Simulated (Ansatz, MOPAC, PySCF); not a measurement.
Molecule: CH2BI2, net charge -1, singlet state. SMILES: [CH2-]B(I)I
Geometry from a B3LYP-D3(BJ)/def2-TZVP (Ansatz, a program for electronic structure) optimisation:
```
B
C 1 1.4182
H 2 1.0858 1 122.51
H 2 1.0858 3 114.98 1 180.00
I 1 2.2364 2 123.15 3 180.00
I 1 2.2364 2 123.15 3 0.00
```
Charge -1, spin multiplicity 1.

Unscaled harmonic wavenumbers (cm⁻¹) in rising order, each level at the stationary point that it reaches from this structure (no distance between atoms moves by over 0.3 Å); the order of modes can differ between levels, and a negative number is imaginary. B3LYP-D3(BJ)/def2-TZVP (PySCF, at the structure above): 105, 229, 319, 333, 483, 589, 724, 865, 1305, 1490, 3104, 3166.

PM7 (MOPAC): 132, 268, 372, 384, 552, 582, 916, 1054, 1310, 1390, 2695, 2744. Zero-point energy 17.7 against 18.2 kcal/mol; where all levels lie over 400 cm⁻¹, the wavenumbers are on average 1.036 times those of B3LYP-D3(BJ)/def2-TZVP.

B3LYP/6-31G* with LANL2DZ past Ar (Ansatz): 105, 228, 304, 333, 445, 596, 701, 854, 1321, 1525, 3114, 3174. Zero-point energy 18.2 against 18.2 kcal/mol; where all levels lie over 400 cm⁻¹, the wavenumbers are on average 0.991 times those of B3LYP-D3(BJ)/def2-TZVP.
